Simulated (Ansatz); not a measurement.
Basis-set extrapolation for `NC(=O)[SiH3]` (PBE0-D4/def2-TZVP geometry, frozen core, Ansatz 0.2.0). Multiplicity 1, RHF reference.

```json
{"": "HF", "def2-TZVPP": "-459.109306", "def2-QZVPP": "-459.126316"}
{"": "MP2 correlation", "def2-TZVPP": "-0.724642", "def2-QZVPP": "-0.778306"}
{"": "CCSD(T) correlation", "def2-TZVPP": "-0.785576", "def2-QZVPP": "not run"}
```

Energies in hartree. Use E(X) = E(∞) + A·exp(−7.88·√X) for Hartree–Fock and E(X) = E(∞) + B·X^(−2.97) for correlation, with X = 3 and 4, and add CCSD(T) minus MP2 of the smaller set to the MP2 limit.

Q: What is the CCSD(T) energy at the basis-set limit?

A: HF limit: -459.126316 + (-0.017010) × 0.13774 = -459.12866. MP2 limit: -0.778306 + (-0.053664) × 0.74074 = -0.81806. Higher-order term: -0.785576 − (-0.724642) = -0.06093. Total: -460.00765 hartree, 296.1 kJ/mol below CCSD(T)/def2-TZVPP.
